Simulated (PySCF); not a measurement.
PySCF input:

```python
from pyscf import gto, scf, dft

mol = gto.M(
    atom='''
    O    -1.29736548    0.95437683    0.35818968
    C    -0.86902835    0.07029536   -0.36861758
    B     0.67256538   -0.14630227   -0.45264912
    F     1.53000965   -0.76070056    0.29653957
    H    -1.53981979   -0.47897051   -1.05942239
    ''',
    basis='def2-tzvpd',
    charge=0,
    spin=1,
    verbose=4,
)

mf = dft.UKS(mol, xc='pw6b95').density_fit(auxbasis='def2-universal-jkfit')
mf.grids.level = 3
mf.conv_tol = 1e-9
mf.max_cycle = 100
mf.max_memory = 1500
mf.kernel()
if not mf.converged:
    mf = mf.newton()
    mf.kernel(mf.make_rdm1())
for _ in range(2):
    mo, _, stable, _ = mf.stability(return_status=True)
    if stable:
        break
    mf.kernel(mf.make_rdm1(mo, mf.mo_occ))
mf.analyze()
```

Problem. Predict the final energy.

Solution. -238.94761 Eh (PW6B95/def2-TZVPD).

It need not be the lowest isomer of its formula.
